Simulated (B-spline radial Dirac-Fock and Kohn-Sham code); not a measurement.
Dipole and non-dipole photoemission parameters of Co²⁺ 3p1/2

System: cobalt as Co²⁺, [Ar] 3d7; threshold 93.91 eV (orbital energy of the model). Level of theory: Dirac-Hartree-Slater photoionisation with a Latter tail; cross sections with all multipoles, angular parameters from the dipole term and its interference with E2; a B-spline atomic structure program.

Input of the calculation (task.json; shells as n, l, electrons):

```json
{"items": [{
  "Z": 27,
  "q": 2,
  "cfg": [[1, 0, 2], [2, 0, 2], [2, 1, 6], [3, 0, 2], [3, 1, 6], [3, 2, 7]],
  "A": 59,
  "rrms": 3.7875,
  "do": "xps",
  "hv": [69.9, 72.7, 80, 94.2, 98.9, 150, 231.0, 300, 316.0, 519.0, 800, 1000, 1110.0, 1253.6, 1360.0, 2000, 2410.0, 2550.0, 2680.0, 2970.0, 3200.0, 3290.0, 4320.0, 5760.0, 5910.0, 8570.0, 9690.0, 10700.0, 12000, 12300.0]
}]}
```

Command: `python xray2_run.py task.json out`

```
hν (eV)  σ (kb)      β       γ       δ
    150     285  0.689   0.160   0.025
    231     257  1.347   0.079   0.001
    300     200  1.501   0.009  -0.001
    316     188  1.521   0.000  -0.001
    519    88.0  1.617  -0.004   0.002
    800    38.0  1.604   0.105   0.006
   1000    23.2  1.574   0.193   0.009
   1110    18.3  1.555   0.239   0.011
 1253.6    13.7  1.529   0.297   0.014
   1360    11.2  1.510   0.338   0.016
   2000    4.17  1.401   0.545   0.029
   2410    2.52  1.338   0.649   0.038
   2550    2.15  1.317   0.681   0.041
   2680    1.87  1.299   0.710   0.044
   2970       ?      ?       ?       ?
   3200    1.13  1.232   0.812   0.056
   3290    1.05  1.221   0.828   0.058
   4320   0.467  1.109   0.984   0.082
   5760   0.192  0.984   1.142   0.116
   5910   0.178  0.973   1.155   0.119
   8570  0.0536  0.809   1.344   0.178
   9690  0.0357  0.756   1.402   0.201
  10700  0.0256  0.713   1.447   0.221
  12000  0.0174  0.666   1.498   0.247
  12300  0.0160  0.655   1.509   0.252
```

Question: Give the values at 2970 eV.

Answer: σ = 1.40 kb, β = 1.261, γ = 0.769, δ = 0.051.
